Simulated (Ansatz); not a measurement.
Consider the ligand exchange at a B–F bond: `O=CBF` + HCl → `O=CBCl` + H–F.

Program: Ansatz. Geometries: PBE0-D4/def2-TZVP. ΔE: electronic, gas phase. CCSD(T)/CBS adds triple-zeta CCSD(T) − MP2 to the extrapolated MP2 energy (def2 sets, frozen cores). This one scheme is used for every species. Functionals use def2-TZVPP. One conformer a species, not always the lowest.

(1) Is it downhill or uphill in electronic energy at CCSD(T)/CBS, and by how much? (Best estimate.)

(2) What do these levels give: LDA (SPW92), PBE-D4, r2SCAN0-D4, CAM-B3LYP-D4, PBE-QIDH, PBE, BLYP, r2SCAN, BHLYP, CCSD/def2-SVP, CCSD/def2-TZVPP, HF/CBS(def2)? (Estimate.)

(3) What do rigid-rotor, harmonic-oscillator terms from PBE0-D4/def2-TZVP frequencies (298.15 K, 1 bar) make of the CCSD(T)/CBS value? (Best estimate.)

Largest T1 diagnostic among the species: 0.016.

Answers

(1) The calculation gave: Uphill: ΔE = +43.6 kJ/mol.

(2) Ansatz gave: LDA (SPW92) 41.1, PBE-D4 38.0, r2SCAN0-D4 44.9, CAM-B3LYP-D4 55.7, PBE-QIDH 42.9, PBE 40.7, BLYP 52.4, r2SCAN 44.7, BHLYP 57.1, CCSD/def2-SVP 60.6, CCSD/def2-TZVPP 51.3, HF/CBS(def2) 65.1 kJ/mol.

(3) The calculation gave: ΔZPE = +2.6 kJ/mol, ΔH = +46.9 kJ/mol, ΔS = -2 J/(mol·K), ΔG = +47.5 kJ/mol. Modes under 50 cm⁻¹ make the entropy rough.

At CCSD(T), def2-SVP lies +15.3 kJ/mol from the extrapolated value and def2-TZVPP +4.4 kJ/mol. From BLYP to BHLYP (50 % exact exchange), in def2-TZVPP and without D4, ΔE moves by +4.7 kJ/mol.
